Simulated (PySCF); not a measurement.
## Electric field gradients and quadrupole coupling constants

Compound: C3H8O3Si2.
Atom-mapped SMILES: `[OH:1][Si@H:2]1[O:3][SiH2:4][C:5]2([CH2:6][CH2:7]2)[O:8]1` (hydrogens: H9 on O1; H10 on Si2; H11, H12 on Si4; H13, H14 on C6; H15, H16 on C7)

Cartesian coordinates in Å at the GFN2-xTB level; atoms count from 1:
```xyz
16
C3H8O3Si2 angstrom
O      3.2445   -0.6724    0.3025
Si     1.9132    0.0197    0.8818
O      1.5129    1.4215    0.1048
Si    -0.0376    1.5748   -0.3530
C     -0.5682   -0.1705    0.1792
C     -1.8585   -0.4873    0.8839
C     -1.6105   -1.0162   -0.4937
O      0.5729   -0.8638    0.6371
H      3.3063   -0.9411   -0.6118
H      2.1995    0.3237    2.2623
H     -0.0595    1.7574   -1.7992
H     -0.6758    2.6020    0.4585
H     -2.5766    0.3083    1.0147
H     -1.8127   -1.1875    1.7039
H     -2.1563   -0.5894   -1.3218
H     -1.4010   -2.0704   -0.5932
```

Field gradients from the PBE0/pcSseg-1 density (PySCF, non-relativistic), principal values in atomic units, ordered |Vxx| ≤ |Vyy| ≤ |Vzz|:

```
atom      Vxx      Vyy     Vzz
  O1  -0.4408  -1.0449  1.4856
  O3  -0.2798  -0.5709  0.8508
  O8  -0.5076  -1.1564  1.6640
```

Q: Find the asymmetry η = (Vxx − Vyy)/Vzz and the couplings χ = eQV/h (234.96 MHz × Q in barn × V in au), with Q(17O) = −0.0256 b.

A: 
```
atom         environment  nucleus     η  χzz (MHz)  χxx (MHz)  χyy (MHz)
  O1      silanol oxygen      17O  0.41      -8.94       2.65       6.28
  O3     siloxane oxygen      17O  0.34      -5.12       1.68       3.43
  O8  silyl ether oxygen      17O  0.39     -10.01       3.05       6.96
```

Q: What is Vzz at O8 in SI units (1 au = 9.71736 × 10²¹ V/m²)?

A: 1.6640 au = 16.170 × 10²¹ V/m².

Q: And the gradient at the other heavy atoms, for which no coupling is worked out here?

A: 
| atom | environment | Vzz (au) | η |
| --- | --- | --- | --- |
| Si2 | oxygen-bound silicon | -0.474 | 1.00 |
| Si4 | oxygen-bound silicon | 0.526 | 0.35 |
| C5 | sp3 carbon bound to oxygen | 0.460 | 0.28 |
| C6 | three-membered-ring carbon | 0.191 | 0.22 |
| C7 | three-membered-ring carbon | 0.190 | 0.23 |

Were the hydrogens deuterons (Q(2H) = 0.00286 b), χzz would run from 110 kHz (H11 and H12) to 340 kHz (H9).

Isolated species at its GFN2-xTB geometry (one conformer only). GFN2-xTB bond lengths can be off by several hundredths of an ångström, more for odd bonds, and the gradients follow them. The basis is small and wasn't made for field gradients, so the couplings can be 20 % off.
